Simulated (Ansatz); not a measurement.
A series at Si: from `C#C[Si](C#C)(C#C)C#C`, ligands are replaced one by one, each step taking up H₂ and setting free `C#C`; n counts the steps. Ansatz, PBE0-D4/def2-TZVP geometries.

| n | molecule | HOMO energy, ωB97M-V/def2-TZVPP (eV) |
| --- | --- | --- |
| 0 | `C#C[Si](C#C)(C#C)C#C` | -10.44 |
| 1 | `C#C[SiH](C#C)C#C` | ? |
| 2 | `C#C[SiH2]C#C` | -10.46 |
| 3 | `C#C[SiH3]` | -10.57 |
| 4 | SiH₄ | -12.14 |

Question: By hand: fit a straight line y = ȳ + b (n − n̄) to the 4 given rows and predict n = 1.

Answer: n̄ = 2.250, ȳ = -10.902; Σ(n − n̄)(y − ȳ) = -3.068, Σ(n − n̄)² = 8.750, so b = -0.351 eV a step. Prediction: -10.902 + (-0.351) × (-1.250) = -10.46 eV.

Question: By hand: compare with the computed value, -10.46 eV, and give the steps along the whole series.

Answer: The line misses by 0.00 eV (computed minus predicted). Steps: -0.02, 0.00, -0.11, -1.57 eV.

One step carries most of the change, so a line is a poor guide. The highest orbital can change its character along such a series. The miss is 0.0 % of the series' range.
